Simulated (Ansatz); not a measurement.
Geometry optimisation, Ansatz 0.2.0, RKS BHLYP-D4/def2-SVP.

The input (input.yaml):

```yaml
crystal:
  periodic: [false, false, false]
  atoms:
    - { symbol: Sn, position_ang: [-0.142791, -0.136617, 0.117528] }
    - { symbol: C, position_ang: [-0.163432, -0.101961, 2.271349] }
    - { symbol: H, position_ang: [-0.83621, -0.882164, 2.634314] }
    - { symbol: H, position_ang: [0.825801, -0.295953, 2.689186] }
    - { symbol: H, position_ang: [-0.53378, 0.856154, 2.638338] }
    - { symbol: H, position_ang: [1.442945, -0.318855, -0.474846] }
    - { symbol: H, position_ang: [-0.881812, 1.25429, -0.528007] }
    - { symbol: H, position_ang: [-1.050782, -1.508331, -0.367179] }
    - { symbol: S, position_ang: [1.868232, 2.608398, 1.420455] }
    - { symbol: H, position_ang: [2.962219, 1.837221, 1.352024] }
    - { symbol: H, position_ang: [1.232908, 1.749218, 2.284138] }
basis:
  gaussian: { orbitals: def2-SVP }
hamiltonian:
  xc: { name: BHLYP }
  dispersion: d4
relax:
  f_tol: 0.03
  max_steps: 50
output:
  orbitals: {}
```

Launched with:

```bash
$ ansatz run input.yaml --threads 2 --pin off --max-ram 3072MiB --backend cpu --events-out ev --progress --plain --runs-dir out
```

Task: Where does it end, and by what steps?

Result: The run converged. The force dipped under the threshold on the way, but the program's further checks kept it going. After 29 steps the energy has fallen by 0.135 eV; H11 moved furthest, 1.27 Å.

```csv
step,energy less start (eV),largest force component (eV/Å),accepted
0,0.0000,0.759,yes
2,-0.0867,0.195,yes
4,-0.1072,0.153,yes
6,-0.1023,0.746,no
8,-0.1136,0.191,no
10,-0.1145,0.068,yes
12,-0.1154,0.064,yes
14,-0.1166,0.092,yes
16,-0.1183,0.121,yes
18,-0.1212,0.175,yes
20,-0.1260,0.170,yes
22,-0.1306,0.108,yes
24,-0.1326,0.054,yes
26,-0.1297,0.328,no
28,-0.1341,0.064,yes
29,-0.1351,0.003,yes
```

```xyz
11
Properties=species:S:1:pos:R:3
Sn -0.124 -0.278 0.156
C -0.371 -0.337 2.291
H -1.427 -0.449 2.543
H 0.183 -1.178 2.712
H 0.003 0.593 2.721
H 1.536 -0.216 -0.253
H -0.921 1.070 -0.521
H -0.781 -1.702 -0.534
S 1.779 2.934 1.493
H 2.621 2.180 0.773
H 2.227 2.445 2.657
```

Whether the end is a true minimum wasn't checked by a vibrational analysis.

Run time: 86 s on 2 threads of Arm Neoverse V2, with other jobs on the host, peak memory 0.21 GiB.
